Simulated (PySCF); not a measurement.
Magnetisability: `[H]/N=C\C#Cc1ccccn1`, C₈H₆N₂

Geometry:
| atom | x (Å) | y (Å) | z (Å) |
| --- | --- | --- | --- |
| N1 | -4.500 | -0.633 | -0.402 |
| C2 | -3.733 | 0.292 | -0.019 |
| C3 | -2.324 | 0.223 | 0.116 |
| C4 | -1.128 | 0.071 | 0.200 |
| C5 | 0.281 | -0.029 | 0.299 |
| C6 | 1.078 | 1.077 | -0.017 |
| C7 | 2.451 | 0.944 | 0.082 |
| C8 | 2.979 | -0.270 | 0.496 |
| C9 | 2.098 | -1.303 | 0.789 |
| N10 | 0.789 | -1.196 | 0.693 |
| H11 | -4.031 | -1.510 | -0.628 |
| H12 | -4.190 | 1.247 | 0.233 |
| H13 | 0.620 | 2.002 | -0.333 |
| H14 | 3.099 | 1.775 | -0.156 |
| H15 | 4.044 | -0.412 | 0.588 |
| H16 | 2.460 | -2.269 | 1.117 |

Theory: GIAO HF/pcSseg-1 magnetisability, rotational g tensor and spin-rotation constants, non-relativistic, gas phase (PySCF 2.14.0). Geometry: GFN2-xTB.

Q: What are the magnetisability and the molar susceptibility?

A: Isotropic -1310 × 10⁻³⁰ J/T², or -78.9 × 10⁻⁶ cm³/mol; principal values -2018, -1017, -893 × 10⁻³⁰ J/T², anisotropy 1069 × 10⁻³⁰ J/T² (root of half the summed squared differences of the principal values). The susceptibility is in cgs units.

Q: Split it along the inertial axes a, b, c into diamagnetic and paramagnetic parts about the centre of mass, with the quadrupole moment.

A: 
```tsv
axis	χ (10⁻⁶ cm³/mol)	diamagnetic (10⁻⁶ cm³/mol)	paramagnetic (10⁻⁶ cm³/mol)	summed x² of all electrons (Å²)	quadrupole Θ (D Å)
a	-61.0	-347.3	286.3	473.4	-4.19
b	-54.3	-2073.9	2019.6	66.5	+7.37
c	-121.3	-2290.3	2169.0	15.4	-3.18
```
Anisotropies 2χaa − χbb − χcc = +53.6 and 2χbb − χaa − χcc = +73.8 × 10⁻⁶ cm³/mol. Θ is traceless in Buckingham's convention.

Q: And the rotational g tensor?

A: 
```csv
axis,rotational constant (GHz),g,nuclear part,electronic part
a,5.1682,-0.0987,0.5966,-0.6953
b,0.5890,-0.0150,0.5438,-0.5588
c,0.5334,+0.0048,0.5483,-0.5435
```
Asymmetric top; isotopes 12C, 1H, 14N; no vibrational averaging.
